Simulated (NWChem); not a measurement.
System: ethylene glycol (C2H6O2); SMILES OCCO

Parts of the log:

```
             Northwest Computational Chemistry Package (NWChem) 7.3.0
             --------------------------------------------------------

                             Geometry "geometry" -> ""
                             -------------------------

 Output coordinates in angstroms (scale by  1.889725989 to convert to a.u.)

  No.       Tag          Charge          X              Y              Z
 ---- ---------------- ---------- -------------- -------------- --------------
    1 O                    8.0000    -0.58310300    -1.30755900    -0.18123700
    2 C                    6.0000     0.59919600    -0.67601600     0.25471000
    3 C                    6.0000     0.55530600     0.73290500    -0.29414400
    4 O                    8.0000    -0.59477800     1.39896900     0.13484100
    5 H                    1.0000    -0.70959400    -2.11906400     0.31782000
    6 H                    1.0000     0.64507300    -0.62959900     1.35994000
    7 H                    1.0000     1.50762100    -1.19909900    -0.10455400
    8 H                    1.0000     1.43420200     1.29766600     0.05611400
    9 H                    1.0000     0.61601000     0.68302200    -1.40147500
   10 H                    1.0000    -1.31742700     0.77459600    -0.01375500

 Effective nuclear repulsion energy (a.u.)     134.5608052880

  pbe96 is a nonlocal functional; adding pw91lda local functional.
                              NWChem Property Module
                              ----------------------

  itol2e modified to match energy
  convergence criterion.

                                 NWChem DFT Module
                                 -----------------

 Summary of "ao basis" -> "ao basis" (spherical)
 ------------------------------------------------------------------------------
       Tag                 Description            Shells   Functions and Types
 ---------------- ------------------------------  ------  ---------------------
 O                           6-31g*                  6       14   3s2p1d
 C                           6-31g*                  6       14   3s2p1d
 H                           6-31g*                  2        2   2s

  itol2e modified to match energy
  convergence criterion.

            General Information
            -------------------
          SCF calculation type: DFT
          Wavefunction type:  closed shell.
          No. of atoms     :    10
          No. of electrons :    34
           Alpha electrons :    17
            Beta electrons :    17
          Charge           :     0
          Spin multiplicity:     1
          Use of symmetry is: off; symmetry adaption is: off
          Maximum number of iterations: 150
          AO basis - number of functions:    68
                     number of shells:    36
          Convergence on energy requested:  1.00D-07
          Convergence on density requested:  1.00D-05
          Convergence on gradient requested:  5.00D-04

              XC Information
              --------------
          PerdewBurkeErnzerhof Exchange Functional  1.000
            Perdew 1991 LDA Correlation Functional  1.000 local
           PerdewBurkeErnz. Correlation Functional  1.000 non-local

             Grid Information
             ----------------
          Grid used for XC integration:  fine
          Radial quadrature: Mura-Knowles
          Angular quadrature: Lebedev.
          Tag              B.-S. Rad. Rad. Pts. Rad. Cut. Ang. Pts.
          ---              ---------- --------- --------- ---------
          O                   0.60       70          10.0       590
          C                   0.70       70           9.0       590
          H                   0.35       60          10.0       590
          Grid pruning is: on
          Number of quadrature shells:   640
          Spatial weights used:  Erf1

      Superposition of Atomic Density Guess
      -------------------------------------

 Sum of atomic energies:        -227.81860799

      Non-variational initial energy
      ------------------------------

 Total energy =    -229.839459
 1-e energy   =    -577.007806
 2-e energy   =     212.607542
 HOMO         =      -0.340290
 LUMO         =       0.112669

   convergence    iter        energy       DeltaE   RMS-Dens  Diis-err
 ---------------- ----- ----------------- --------- --------- ---------
 d= 0,ls=0.0,diis     1   -229.8755108328 -3.64D+02  2.20D-02  8.24D-01
 d= 0,ls=0.0,diis     2   -229.7883706891  8.71D-02  1.41D-02  1.78D+00
 d= 0,ls=0.0,diis     3   -229.9555596529 -1.67D-01  2.16D-03  6.32D-02
 d= 0,ls=0.0,diis     4   -229.9612591121 -5.70D-03  5.48D-04  1.71D-03
 d= 0,ls=0.0,diis     5   -229.9614019187 -1.43D-04  2.17D-04  4.05D-04
  Resetting Diis
 d= 0,ls=0.0,diis     6   -229.9614468782 -4.50D-05  4.41D-05  9.27D-06
 d= 0,ls=0.0,diis     7   -229.9614474533 -5.75D-07  4.69D-05  3.66D-06
 d= 0,ls=0.0,diis     8   -229.9614466363  8.17D-07  3.03D-05  1.21D-05
 d= 0,ls=0.0,diis     9   -229.9614478190 -1.18D-06  2.54D-06  5.57D-08
 d= 0,ls=0.0,diis    10   -229.9614478252 -6.21D-09  2.58D-07  7.20D-10

         Total DFT energy =     -229.961447825233
      One electron energy =     -580.600793893899
           Coulomb energy =      246.126884990368
    Exchange-Corr. energy =      -30.048344209713
 Nuclear repulsion energy =      134.560805288010

 Numeric. integr. density =       34.000008649212

                       DFT Final Molecular Orbital Analysis
                       ------------------------------------

 Vector   15  Occ=2.000000D+00  E=-2.699520D-01
              MO Center= -9.7D-02,  9.9D-01,  4.8D-02, r^2= 2.1D+00
   Bfn.  Coefficient  Atom+Function         Bfn.  Coefficient  Atom+Function
  ----- ------------  ---------------      ----- ------------  ---------------
    46      0.419965   4 O  py               50      0.288488   4 O  py
    32     -0.263519   3 C  py               48      0.258205   4 O  s
    18      0.195403   2 C  py               47      0.182862   4 O  pz
    64     -0.182807   8 H  s                63     -0.156084   8 H  s
    67     -0.145731  10 H  s                44      0.136059   4 O  s

[...]

          -----------------------
          Electric field gradient
          -----------------------

 1 a.u. = 0.324123 10**(16) esu/cm**3  ( or statvolts/cm**2 ) = 0.97174 10**(22) v/m**2

 ------------------------------------------------------------
   Atom      X         Y         Z
 ------------------------------------------------------------
    1 O   -1.10190  -2.47093  -0.34249
 ------------------------------------------------------------

 Electric field gradient in molecular frame (a.u.)
         XX             YY             ZZ             XY             XZ             YZ
 ------------------------------------------------------------------------------------------
       -0.236397      -0.597636       0.834032      -1.181736      -0.607162       0.806096

 Principal components (a.u.) and orientation
 of principal axis w.r.t. absolute frame                      Asymmetry parameter eta
 --------------------------------------------------------------------------------------
        1.799476      -1.635048      -0.164428                       0.817249

       -0.496760       0.615208       0.612167
        0.486566       0.781494      -0.390539
        0.718667      -0.103856       0.687555

 ------------------------------------------------------------
   Atom      X         Y         Z
 ------------------------------------------------------------
    2 C    1.13232  -1.27749   0.48133
 ------------------------------------------------------------

 Electric field gradient in molecular frame (a.u.)
         XX             YY             ZZ             XY             XZ             YZ
 ------------------------------------------------------------------------------------------
       -0.177899       0.071446       0.106454      -0.179375      -0.122203      -0.067383

 Principal components (a.u.) and orientation
 of principal axis w.r.t. absolute frame                      Asymmetry parameter eta
 --------------------------------------------------------------------------------------
       -0.317579       0.165863       0.151716                       0.044549

        0.840877      -0.395304      -0.369677
        0.441858       0.895847       0.047111
        0.312551      -0.202959       0.927965

 ------------------------------------------------------------
   Atom      X         Y         Z
 ------------------------------------------------------------
    3 C    1.04938   1.38499  -0.55585
 ------------------------------------------------------------

 Electric field gradient in molecular frame (a.u.)
         XX             YY             ZZ             XY             XZ             YZ
 ------------------------------------------------------------------------------------------
       -0.135413       0.030078       0.105334       0.163822       0.104538      -0.028771

 Principal components (a.u.) and orientation
 of principal axis w.r.t. absolute frame                      Asymmetry parameter eta
 --------------------------------------------------------------------------------------
       -0.265606       0.161996       0.103610                       0.219823

        0.830349       0.515983       0.210432
       -0.486493       0.487094       0.725303
       -0.271743       0.704629      -0.655480

 ------------------------------------------------------------
   Atom      X         Y         Z
 ------------------------------------------------------------
    4 O   -1.12397   2.64367   0.25481
 ------------------------------------------------------------

 Electric field gradient in molecular frame (a.u.)
         XX             YY             ZZ             XY             XZ             YZ
 ------------------------------------------------------------------------------------------
       -1.542889       0.105529       1.437360      -0.131517       0.446928      -0.659667

 Principal components (a.u.) and orientation
 of principal axis w.r.t. absolute frame                      Asymmetry parameter eta
 --------------------------------------------------------------------------------------
        1.773544      -1.609220      -0.164323                       0.814695

        0.138419       0.989843       0.032418
       -0.373643       0.021879       0.927315
        0.917187      -0.140471       0.372876

 ------------------------------------------------------------
   Atom      X         Y         Z
 ------------------------------------------------------------
    5 H   -1.34094  -4.00445   0.60059
 ------------------------------------------------------------

 Electric field gradient in molecular frame (a.u.)
         XX             YY             ZZ             XY             XZ             YZ
 ------------------------------------------------------------------------------------------
        0.210714      -0.263502       0.052788      -0.093056       0.029037       0.317590

 Principal components (a.u.) and orientation
 of principal axis w.r.t. absolute frame                      Asymmetry parameter eta
 --------------------------------------------------------------------------------------
       -0.473190       0.263880       0.209309                       0.115325

        0.136899      -0.510028       0.849194
        0.844629       0.507997       0.168941
       -0.517552       0.694126       0.500329

 ------------------------------------------------------------
   Atom      X         Y         Z
 ------------------------------------------------------------
    6 H    1.21901  -1.18977   2.56991
 ------------------------------------------------------------

 Electric field gradient in molecular frame (a.u.)
         XX             YY             ZZ             XY             XZ             YZ
 ------------------------------------------------------------------------------------------
        0.127784       0.133563      -0.261347      -0.009747      -0.017562      -0.013757

 Principal components (a.u.) and orientation
 of principal axis w.r.t. absolute frame                      Asymmetry parameter eta
 --------------------------------------------------------------------------------------
       -0.262646       0.140840       0.121806                       0.072472

        0.045798      -0.597037       0.800906
        0.035788       0.802213       0.595965
        0.998309      -0.001369      -0.058107

 ------------------------------------------------------------
   Atom      X         Y         Z
 ------------------------------------------------------------
    7 H    2.84899  -2.26597  -0.19758
 ------------------------------------------------------------

 Electric field gradient in molecular frame (a.u.)
         XX             YY             ZZ             XY             XZ             YZ
 ------------------------------------------------------------------------------------------
       -0.135883       0.041053       0.094830       0.149806       0.103320      -0.063464

 Principal components (a.u.) and orientation
 of principal axis w.r.t. absolute frame                      Asymmetry parameter eta
 --------------------------------------------------------------------------------------
       -0.262502       0.137214       0.125288                       0.045434

        0.820851       0.100309       0.562265
       -0.472253      -0.434468       0.766951
       -0.321218       0.895084       0.309262

 ------------------------------------------------------------
   Atom      X         Y         Z
 ------------------------------------------------------------
    8 H    2.71025   2.45223   0.10604
 ------------------------------------------------------------

 Electric field gradient in molecular frame (a.u.)
         XX             YY             ZZ             XY             XZ             YZ
 ------------------------------------------------------------------------------------------
       -0.129436       0.028843       0.100593      -0.163250      -0.102855      -0.068067

 Principal components (a.u.) and orientation
 of principal axis w.r.t. absolute frame                      Asymmetry parameter eta
 --------------------------------------------------------------------------------------
       -0.272471       0.142118       0.130353                       0.043178

        0.803332      -0.120394      -0.583235
        0.506134      -0.378063       0.775175
        0.313826       0.917918       0.242774

 ------------------------------------------------------------
   Atom      X         Y         Z
 ------------------------------------------------------------
    9 H    1.16409   1.29072  -2.64840
 ------------------------------------------------------------

 Electric field gradient in molecular frame (a.u.)
         XX             YY             ZZ             XY             XZ             YZ
 ------------------------------------------------------------------------------------------
        0.125839       0.131510      -0.257349       0.006347       0.021758      -0.016636

 Principal components (a.u.) and orientation
 of principal axis w.r.t. absolute frame                      Asymmetry parameter eta
 --------------------------------------------------------------------------------------
       -0.259317       0.135640       0.123677                       0.046131

       -0.057060       0.533762       0.843708
        0.043382       0.845612      -0.532032
        0.997428      -0.006244       0.071407

[...]
```

Level: PBE/6-31G* (spherical d). Geometry: optimised at PBE0/def2-SVP. NWChem prints the field gradient with the sign opposite to the second derivative of the potential.

**Question.** Reconstruct the input file.

**Answer.** Several could match; the one computed here: the input that was run:
```
start job
memory heap 200 mb stack 900 mb global 1100 mb
geometry units angstroms noautosym nocenter noautoz
  O     -0.583103    -1.307559    -0.181237
  C      0.599196    -0.676016     0.254710
  C      0.555306     0.732905    -0.294144
  O     -0.594778     1.398969     0.134841
  H     -0.709594    -2.119064     0.317820
  H      0.645073    -0.629599     1.359940
  H      1.507621    -1.199099    -0.104554
  H      1.434202     1.297666     0.056114
  H      0.616010     0.683022    -1.401475
  H     -1.317427     0.774596    -0.013755
end
basis spherical
  O library 6-31g*
  C library 6-31g*
  H library 6-31g*
end
dft
  xc xpbe96 cpbe96
  iterations 150
end
property
  efieldgrad
end
task dft property
```
